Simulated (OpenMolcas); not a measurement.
# Ar4+: effect of the active space

```
Program             : OpenMolcas
Method              : MS-CASPT2 or its RAS form, IPEA 0.25 Eh, imaginary shift 0.1 Eh
Basis               : ANO-RCC-VTZP
Scalar Hamiltonian  : DKH2, point nucleus
Spin-orbit coupling : RASSI with atomic mean-field integrals over the reference wave functions, term energies averaged over their components
```

A. 4 electrons in 4 orbitals (3s 3p); 2S+1 = 3 even, 6 roots; 2S+1 = 1 even, 11 roots; 2S+1 = 5 odd, 1 root; 2S+1 = 3 odd, 9 roots; 2S+1 = 1 odd, 8 roots; closed shells correlated: 2s 2p; CASPT2 step about 4 core-seconds
B. 4 electrons in 8 orbitals (3s 3p 4s 4p); 2S+1 = 3 even, 6 roots; 2S+1 = 1 even, 11 roots; 2S+1 = 5 odd, 1 root; 2S+1 = 3 odd, 9 roots; 2S+1 = 1 odd, 8 roots; closed shells correlated: 2s 2p; CASPT2 step roughly 15 core-seconds
C. 4 electrons in 9 orbitals (RAS2 3s 3p; RAS3 3d, at most 2 electrons); 2S+1 = 3 even, 6 roots; 2S+1 = 1 even, 12 roots; 2S+1 = 5 odd, 1 root; 2S+1 = 3 odd, 9 roots; 2S+1 = 1 odd, 8 roots; closed shells correlated: 2s 2p; CASPT2 step roughly 26 core-seconds

Energies in cm⁻¹ above 3s² 3p² ³P₀, the measured ground level; measured values from Saloman, J. Phys. Chem. Ref. Data 39, 033101 (2010).

```json
{"Level": "3s² 3p² ³P₀", "A": "0.0", "B": "0.0", "C": "0.0", "Measured": "0.0"}
{"Level": "3s² 3p² ³P₁", "A": "698", "B": "696", "C": "683", "Measured": "763"}
{"Level": "3s² 3p² ³P₂", "A": "1873", "B": "1872", "C": "1845", "Measured": "2029"}
{"Level": "3s² 3p² ¹D₂", "A": "16070", "B": "16560", "C": "16720", "Measured": "16299"}
{"Level": "3s² 3p² ¹S₀", "A": "36660", "B": "37320", "C": "38720", "Measured": "37912"}
{"Level": "3s 3p³ ⁵S°₂", "A": "81550", "B": "82130", "C": "83800", "Measured": ""}
{"Level": "3s 3p³ ³D°₂", "A": "120070", "B": "120240", "C": "122590", "Measured": "121675"}
{"Level": "3s 3p³ ³D°₁", "A": "120080", "B": "120210", "C": "122570", "Measured": "121629"}
{"Level": "3s 3p³ ³D°₃", "A": "120120", "B": "120350", "C": "122690", "Measured": "121803"}
{"Level": "3s 3p³ ³P°₀", "A": "143820", "B": "143940", "C": "143220", "Measured": ""}
{"Level": "3s 3p³ ³P°₁", "A": "143840", "B": "143990", "C": "143220", "Measured": ""}
{"Level": "3s 3p³ ³P°₂", "A": "143870", "B": "144080", "C": "143200", "Measured": ""}
{"Level": "3s 3p³ ¹D°₂", "A": "177260", "B": "176570", "C": "160690", "Measured": "154211"}
```

Deviations, from unrounded energies. A percentage is the sum of absolute deviations over the sum of measured energies, with the sign that they share, or ± where signs differ.

```tsv
Against measurement	Levels	A	B	C
mean absolute deviation (cm-1)	8	3700	3500	1300
fine structure of the ground term (%)	2	-7.9	-8.0	-9.5
other terms of the ground configuration (%)	2	-2.7	±1.6	+2.3
other configurations (%)	4	±5.4	±5.1	+1.8
```

C lies closest to measurement on these levels and A furthest from it. The largest miss of C in the table is 3s 3p³ ¹D°₂, by +6500 cm-1. The ranking rests on the paired levels alone, and a cruder setting can come out closer through cancelling errors.

Among A to C the level of the table that moves most is 3s 3p³ ¹D°₂, by 17000 cm-1 (lowest in C, highest in A). Moves below CASPT2's spread within the term are not significant.

Term energies are means over components that CASPT2 splits; among the terms shown or strongly mixed into the levels shown the widest spread is 1000 cm-1 (3s 3p³ ³D°, A). Over all roots computed the reference weight is 0.87 to 0.99 in A, 0.85 to 0.99 in B; the roots of lowest weight are the least certain, and an intruder state may touch them. Terms of s pⁿ other than that of highest spin mix with s² pⁿ⁻² d, which this space lacks; all of them can be thousands of cm-1 off, and some have no real level of that name (holds for A; B). Active for correlation alone: 4p 4s; no level in the range computed is led by a configuration that fills them, so any true level of that kind is missing (holds for B). Configurations are named by rounded mean occupations; where the s occupation lies near a half they are strongly mixed, a name can repeat and a true partner stay unpaired (holds for C). Some terms take much of their weight from 3d, a shell meant for correlation, so their names are nominal (holds for C). Some terms mix strongly with configurations of 3d, whose occupation reaches 0.44 (3s 3p³ ¹D°) (holds for C). Measured partners are found by configuration, term and J. A level has none where our copy of the source lacks it or the pairing is in doubt (some pairs that miss far off the trend of their configuration count as doubtful), and it then counts in no deviation. Levels of configurations outside the active space are missing. Levels that lie high or do not pair safely by name in every column are left out.

° marks odd parity.
